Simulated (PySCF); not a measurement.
vinylidene fluoride (C₂H₂F₂), SMILES C(F)(=C)F. Heavy atoms are numbered as in [CH2:1]=[C:2]([F:3])[F:4]. Hydrogens are named by the atom that carries them.

The structure is a stationary point at PBE0-D3(BJ)/def2-SVP.

Level of theory: PBE/pcSseg-2 in PySCF.

GIAO shieldings, no solvent; atoms alike by connectivity are averaged. δ = σ(ref) − σ: ¹³C against TMS (σ = 181.4 ppm); ¹⁹F against CFCl3 (σ = 132.0 ppm); ¹H against TMS (σ = 31.47 ppm), references at their B3LYP-D3(BJ)/def2-TZVP geometries, non-relativistic.

Problem. Estimate the chemical shifts. (An estimate is asked for; the answer gives what the named calculation found.)

Solution. 
| nucleus | atoms | count | δ (ppm) |
|---|---|---|---|
| ¹³C | C2 | 1 | 177.7 |
| ¹³C | C1 (CH2) | 1 | 64.6 |
| ¹⁹F | F3 | 2 | -102.7 |
| ¹H | H on C1 | 2 | 3.98 |
